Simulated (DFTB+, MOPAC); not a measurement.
System: isocyanic acid, CHNO, charge 0, multiplicity 1. SMILES: N=C=O

Atoms: N1, C2, O3, H4. Bonds: N1-C2, N1-H4, C2-O3.

Bond lengths (Å) and angles (degrees) optimised at AM1 with MOPAC; PM7 with MOPAC; SCC-DFTB with DFTB+, each started from the B3LYP-D3(BJ)/def2-TZVP structure (Ansatz) of the last column. A row stands for all coordinates that are equal there. No wavenumbers were computed at SCC-DFTB, so these may be saddle points.

| coordinate | AM1 | PM7 | SCC-DFTB | B3LYP-D3(BJ)/def2-TZVP |
|---|---|---|---|---|
| N1-C2 | 1.232 | 1.219 | 1.230 | 1.210 |
| N1-H4 | 0.985 | 0.984 | 1.021 | 1.005 |
| C2-O3 | 1.202 | 1.173 | 1.165 | 1.164 |
| N1-C2-O3 | 166.7 | 166.8 | 170.3 | 172.9 |
| C2-N1-H4 | 127.2 | 137.7 | 128.7 | 125.9 |

Mean signed difference of all 3 bond lengths from B3LYP-D3(BJ)/def2-TZVP: AM1 0.014 Å, PM7 -0.001 Å, SCC-DFTB 0.012 Å.
